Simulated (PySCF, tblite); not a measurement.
Isomers of C4H4ClN3, one GFN2-xTB conformer each. Single-point energies are computed at PBE0/pcSseg-1 (PySCF, gas phase, no added dispersion term), electronic only.

```
      SMILES  GFN2-xTB relative energy (kcal/mol)
 Cc1cnnnc1Cl                                  3.0
C=Cn1nncc1Cl                                  0.0
```

Conformers: `[CH2:1]=[CH:2][n:3]1[n:4][n:5][cH:6][c:7]1[Cl:8]` with C1–C2–N3–N4 0°.

Question: What does PBE0/pcSseg-1 give for the same structures?

Answer: 
```tsv
SMILES	PBE0/pcSseg-1 E (Eh)	PBE0/pcSseg-1 (kcal/mol)	GFN2-xTB (kcal/mol)	point group
Cc1cnnnc1Cl	-778.63994	0.0	3.0	Cs
C=Cn1nncc1Cl	-778.63924	0.4	0.0	Cs
```

GFN2-xTB puts C=Cn1nncc1Cl lowest instead. As drawn, the higher has a C=C bond outside aromatic rings, which the lower lacks. Neighbours under 2.5 kcal/mol apart (Cc1cnnnc1Cl and C=Cn1nncc1Cl) can change places with a better method, another conformer or zero-point energy.

Question: Which frontier levels, dipoles and rotational constants go with these structures?

Answer: 
| SMILES | HOMO (eV, PBE0/pcSseg-1) | LUMO (eV) | dipole (D) | A, B, C (MHz) |
| --- | --- | --- | --- | --- |
| Cc1cnnnc1Cl | -7.38 | -2.00 | 5.40 | 2991, 1637, 1065 |
| C=Cn1nncc1Cl | -7.59 | -1.44 | 3.16 | 2492, 1724, 1019 |

Question: What happens when harmonic zero-point energies from GFN2-xTB frequencies are added?

Answer: 
| SMILES | ZPE (kcal/mol) | electronic (kcal/mol) | with ZPE (kcal/mol) |
| --- | --- | --- | --- |
| Cc1cnnnc1Cl | 49.7 | 0.0 | 0.0 |
| C=Cn1nncc1Cl | 50.1 | 0.4 | 0.9 |

The zero-point energies span 0.4 kcal/mol. The order is unchanged.
